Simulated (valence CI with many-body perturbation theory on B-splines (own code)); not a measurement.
**Mo3+: calculation against measured levels**

Calculated by configuration interaction combined with many-body perturbation theory (CI+MBPT): three valence electrons over a frozen Dirac-Fock core [Kr], radial functions for each j: 9 s, 9 p, 10 d, 8 f, 5 g, 3 h, 1 i, with the one-electron correlation potential Σ1 (screened to all orders), the two-electron term Σ2, the three-electron term Σ3, Breit, model QED; selected single and double excitations, second order for the rest, scaled by the run's own slope (own B-spline code, finite nucleus).

Set against measurement, 64 paired levels are off by 549 cm⁻¹ on average, the worst by 1913. These come from a selection out of Sugar and Musgrove, J. Phys. Chem. Ref. Data 17, 155 (1988). Levels without a partner in it may be off by more, other configurations by 1,000 to 8,000 cm⁻¹.

Measured levels: Sugar and Musgrove, J. Phys. Chem. Ref. Data 17, 155 (1988). Pairs share parity and J, and are chosen by configuration, term and nearness in energy; levels without a clear partner are left out. Some J values that the scan of the source had lost were assigned by a fit. Energies in cm⁻¹ above the measured ground level. The last column is blank where CI alone has no clear partner.

Names give the largest LS component (configuration and term), which can be under half, so a name can repeat, a term be missing and a line seem to break the LS rules; names also repeat where a configuration has a term twice. Letters in brackets count levels of one name in rising energy.

| Computed label | Label in the source | Measured | Computed | Difference | CI alone, difference |
| --- | --- | --- | --- | --- | --- |
| 4d³ ⁴F_3/2 | 4d3 4F | 0 | 0.0 | 0 | 0 |
| 4d³ ⁴F_5/2 | 4d3 4F | 778.0 | 774.2 | -4 | -101 |
| 4d³ ⁴F_7/2 | 4d3 4F | 1759.8 | 1750.9 | -9 | -219 |
| 4d³ ⁴F_9/2 | 4d3 4F | 2864.6 | 2858.9 | -6 | -330 |
| 4d³ ⁴P_3/2 | 4d3 4P | 10330.6 | 11031.6 | +701 | +317 |
| 4d³ ⁴P_1/2 | 4d3 4P | 10337.8 | 11025.6 | +688 | +418 |
| 4d³ ²G_7/2 | 4d3 2G | 11580.5 | 11687.4 | +107 | +196 |
| 4d³ ⁴P_5/2 | 4d3 4P | 11612.0 | 12292.5 | +680 | +359 |
| 4d³ ²G_9/2 | 4d3 2G | 12310.8 | 12376.1 | +65 | +207 |
| 4d³ ²P_3/2 | 4d3 2P | 14175.6 | 14937.6 | +762 | -643 |
| 4d³ ²P_1/2 | 4d3 2P | 14347.7 | 15130.3 | +783 | -1008 |
| 4d³ ²H_9/2 | 4d3 2H | 15995.1 | 15858.5 | -137 | +522 |
| 4d³ ²H_11/2 | 4d3 2H | 16357.5 | 16186.6 | -171 | +601 |
| 4d³ ²D_5/2 [a] | 4d3 2D2 | 16809.3 | 17576.6 | +767 | -603 |
| 4d³ ²D_3/2 [a] | 4d3 2D2 | 17107.3 | 17865.9 | +759 | -1079 |
| 4d³ ²F_7/2 | 4d3 2F | 24787.0 | 25655.9 | +869 | +753 |
| 4d³ ²F_5/2 | 4d3 2F | 25100.4 | 25968.9 | +869 | +698 |
| 4d³ ²D_5/2 [b] | 4d3 2D1 | 38922.3 | 40393.1 | +1471 | -402 |
| 4d³ ²D_3/2 [b] | 4d3 2D1 | 39230.5 | 40710.9 | +1480 | -303 |
| 4d²5s ⁴F_3/2 | 4d2(3F) 5s 4F | 60896.3 | 61272.1 | +376 | -10218 |
| 4d²5s ⁴F_5/2 | 4d2(3F) 5s 4F | 61626.2 | 62000.9 | +375 | -10289 |
| 4d²5s ⁴F_7/2 | 4d2(3F) 5s 4F | 62708.5 | 63079.1 | +371 | -10404 |
| 4d²5s ⁴F_9/2 | 4d2(3F) 5s 4F | 64046.5 | 64418.7 | +372 | -10532 |
| 4d²5s ²F_5/2 | 4d2(3F) 5s 2F | 69178.1 | 69700.7 | +523 | -10372 |
| 4d²5s ²F_7/2 | 4d2(3F) 5s 2F | 71358.3 | 71862.3 | +504 | -10593 |
| 4d²5s ⁴P_1/2 | 4d2(3P) 5s 4P | 71750.4 | 72939.7 | +1189 | -9485 |
| 4d²5s ⁴P_3/2 | 4d2(3P) 5s 4P | 72162.8 | 73337.9 | +1175 | -9591 |
| 4d²5s ⁴P_5/2 | 4d2(3P) 5s 4P | 72236.2 | 73366.0 | +1130 | -9760 |
| 4d²5s ²D_3/2 | 4d2(1D) 5s 2D | 74008.8 | 75067.3 | +1059 | -10251 |
| 4d²5s ²D_5/2 | 4d2(1D) 5s 2D | 74981.1 | 76054.7 | +1074 | -10241 |
| 4d²5s ²P_1/2 | 4d2(3P) 5s 2P | 79898.8 | 81326.3 | +1427 | -9184 |
| 4d²5s ²P_3/2 | 4d2(3P) 5s 2P | 81052.2 | 82470.2 | +1418 | -9327 |
| 4d²5s ²S_1/2 | 4d2 5s 2S | 99783.8 | 101697.3 | +1913 | -12214 |
| 4d²5p ⁴G°_5/2 | 4d2(3F) 5p 4G° | 109415.2 | 109644.3 | +229 | -13682 |
| 4d²5p ⁴G°_7/2 | 4d2(3F) 5p 4G° | 111339.5 | 111541.5 | +202 | -13859 |
| 4d²5p ⁴F°_3/2 | 4d2(3F) 5p 4F° | 111760.0 | 111817.0 | +57 | -13104 |
| 4d²5p ⁴F°_5/2 | 4d2(3F) 5p 4F° | 112925.2 | 113010.4 | +85 | -13268 |
| 4d²5p ⁴G°_9/2 | 4d2(3F) 5p 4G° | 113443.0 | 113626.2 | +183 | -14020 |
| 4d²5p ²F°_5/2 [a] | 4d2(3F) 5p 2F° | 113985.0 | 114126.5 | +142 | -13589 |
| 4d²5p ⁴F°_7/2 | 4d2(3F) 5p 4F° | 114624.5 | 114651.9 | +27 | -13385 |
| 4d²5p ²F°_7/2 [a] | 4d2(3F) 5p 2F° | 115762.2 | 115867.0 | +105 | -13692 |
| 4d²5p ⁴D°_1/2 [a] | 4d2(3F) 5p 4D° | 115789.4 | 115853.0 | +64 | -12884 |
| 4d²5p ⁴G°_11/2 | 4d2(3F) 5p 4G° | 115881.1 | 116052.5 | +171 | -14256 |
| 4d²5p ⁴F°_9/2 | 4d2(3F) 5p 4F° | 115961.9 | 115990.5 | +29 | -13515 |
| 4d²5p ⁴D°_5/2 [a] | 4d2(3F) 5p 4D° | 116583.8 | 116686.9 | +103 | -13450 |
| 4d²5p ⁴D°_3/2 [a] | 4d2(3F) 5p 4D° | 116586 | 116691.4 | +105 | -12977 |
| 4d²5p ²D°_5/2 [a] | 4d2(3F) 5p 2D° | 117604.1 | 117772.4 | +168 | -13124 |
| 4d²5p ²S°_1/2 | 4d2(3P) 5p 2S° | 117922.6 | 118535.4 | +613 | -11915 |
| 4d²5p ⁴D°_7/2 [a] | 4d2(3F) 5p 4D° | 118080.2 | 118182.8 | +103 | -13300 |
| 4d²5p ²G°_7/2 | 4d2(3F) 5p 2G° | 119002.3 | 119022.9 | +21 | -13463 |
| 4d²5p ²G°_9/2 [a] | 4d2(3F) 5p 2G° | 120645.0 | 120676.5 | +32 | -13592 |
| 4d²5p ⁴S°_3/2 | 4d2(3P) 5p 4S° | 120823.5 | 121410.3 | +587 | -12672 |
| 4d²5p ⁴D°_1/2 [b] | 4d2(3P) 5p 4D° | 122419.3 | 123389.3 | +970 | -12829 |
| 4d²5p ²F°_5/2 [b] | 4d2(1D) 5p 2F° | 123534.2 | 124020.4 | +486 | -13369 |
| 4d²5p ²P°_1/2 | 4d2(1D) 5p 2P° | 124741.6 | 125277.3 | +536 | -13422 |
| 4d²5p ⁴D°_5/2 [b] | 4d2(3P) 5p 4D° | 124789.8 | 125643.6 | +854 | -13087 |
| 4d²5p ²F°_7/2 [b] | 4d2(1D) 5p 2F° | 124947.5 | 125335.2 | +388 | -13161 |
| 4d²5p ²D°_3/2 [b] | 4d2(1D) 5p 2D° | 126243.2 | 126979.0 | +736 | -13663 |
| 4d²5p ⁴D°_7/2 [b] | 4d2(3P) 5p 4D° | 126416.3 | 126938.0 | +522 |  |
| 4d²5p ²D°_5/2 [b] | 4d2(1D) 5p 2D° | 126716.6 | 127542.5 | +826 | -13688 |

The table shows the lowest 60 pairs. Over 64 excited levels the mean absolute difference is 549 cm⁻¹, the median 495 and the largest 1913. For the 62 levels that pair on every rung the mean is CI alone 8858, + Σ1 4531, + Σ2 472, + Σ3 500, + Breit 510, + QED 552. The comparison draws on a selection of the measured levels: 65 of the 70 computed ones have a partner in it, and others may be off by more.
